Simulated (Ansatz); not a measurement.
Born–Oppenheimer molecular dynamics of Cl₃HIn (5 atoms, charge 0, multiplicity 2). It starts at the highest image of a converged band, a first-order saddle point between two minima.

Level of theory: Ansatz, UKS B3LYP/def2-SVP.

```
ensemble                      : NVE (velocity Verlet)
time step                     : 0.5 fs
steps asked                   : 200
starting velocities drawn for : 100 K
seed                          : 6365
```

Frames 5 fs apart, positions in Å.

Velocities at 35 fs (Å/ps):

```
In 1.02 0.38 0.72
Cl -0.98 -0.30 -2.87
Cl -2.30 -0.42 -0.44
Cl 0.20 -0.46 -0.12
H -7.61 -2.59 38.36
```

```xyz
5
Properties=species:S:1:pos:R:3 time_fs=35 energy_less_start_eV=-0.080 T=305
In 0.010 0.016 0.062
Cl -0.041 -0.013 2.398
Cl 2.012 -0.017 -1.199
Cl -1.996 -0.018 -1.126
H -0.249 -0.083 5.332
5
Properties=species:S:1:pos:R:3 time_fs=40 energy_less_start_eV=-0.080 T=306
In 0.015 0.018 0.066
Cl -0.046 -0.014 2.384
Cl 2.000 -0.019 -1.200
Cl -1.995 -0.020 -1.127
H -0.287 -0.096 5.524
5
Properties=species:S:1:pos:R:3 time_fs=45 energy_less_start_eV=-0.073 T=289
In 0.021 0.019 0.068
Cl -0.051 -0.016 2.372
Cl 1.987 -0.021 -1.200
Cl -1.995 -0.022 -1.128
H -0.325 -0.109 5.716
5
Properties=species:S:1:pos:R:3 time_fs=50 energy_less_start_eV=-0.063 T=263
In 0.026 0.021 0.069
Cl -0.055 -0.017 2.364
Cl 1.974 -0.023 -1.200
Cl -1.995 -0.024 -1.128
H -0.363 -0.122 5.907
5
Properties=species:S:1:pos:R:3 time_fs=55 energy_less_start_eV=-0.053 T=237
In 0.031 0.022 0.069
Cl -0.058 -0.018 2.359
Cl 1.963 -0.024 -1.200
Cl -1.995 -0.026 -1.129
H -0.401 -0.135 6.097
5
Properties=species:S:1:pos:R:3 time_fs=60 energy_less_start_eV=-0.047 T=221
In 0.035 0.024 0.068
Cl -0.062 -0.019 2.360
Cl 1.954 -0.026 -1.201
Cl -1.994 -0.027 -1.129
H -0.439 -0.148 6.285
5
Properties=species:S:1:pos:R:3 time_fs=65 energy_less_start_eV=-0.046 T=220
In 0.037 0.025 0.065
Cl -0.065 -0.020 2.365
Cl 1.950 -0.027 -1.204
Cl -1.992 -0.029 -1.128
H -0.476 -0.161 6.471
5
Properties=species:S:1:pos:R:3 time_fs=70 energy_less_start_eV=-0.051 T=230
In 0.038 0.026 0.062
Cl -0.068 -0.020 2.373
Cl 1.949 -0.028 -1.208
Cl -1.990 -0.030 -1.126
H -0.514 -0.174 6.658
5
Properties=species:S:1:pos:R:3 time_fs=75 energy_less_start_eV=-0.057 T=247
In 0.037 0.026 0.058
Cl -0.070 -0.021 2.384
Cl 1.952 -0.029 -1.214
Cl -1.987 -0.030 -1.125
H -0.552 -0.186 6.843
5
Properties=species:S:1:pos:R:3 time_fs=80 energy_less_start_eV=-0.062 T=261
In 0.035 0.027 0.055
Cl -0.072 -0.021 2.396
Cl 1.959 -0.030 -1.222
Cl -1.985 -0.031 -1.123
H -0.589 -0.199 7.029
5
Properties=species:S:1:pos:R:3 time_fs=85 energy_less_start_eV=-0.064 T=264
In 0.032 0.027 0.052
Cl -0.073 -0.021 2.407
Cl 1.969 -0.030 -1.231
Cl -1.983 -0.031 -1.121
H -0.627 -0.212 7.214
5
Properties=species:S:1:pos:R:3 time_fs=90 energy_less_start_eV=-0.061 T=257
In 0.029 0.028 0.049
Cl -0.073 -0.021 2.417
Cl 1.981 -0.031 -1.240
Cl -1.982 -0.031 -1.120
H -0.664 -0.225 7.399
```

Of the whole run (100 fs, mean temperature of the second half 242 K): The conserved energy stayed within 0.0018 meV per atom of its start (net change -0.0008 meV per atom), so the integration is sound. The kinetic energy rose, since the run started high on the potential surface and went downhill. It ends in pieces (Cl3In + H), so much of that is their flight and rotation, not heat. A run of 0.1 ps of so small a system gives no equilibrium averages.

Time of the run: 18 min on 2 threads of Intel(R) Xeon(R) Platinum 8259CL CPU @ 2.50GHz (Skylake/Cascade Lake) (shared host), peak memory 0.3 GiB.
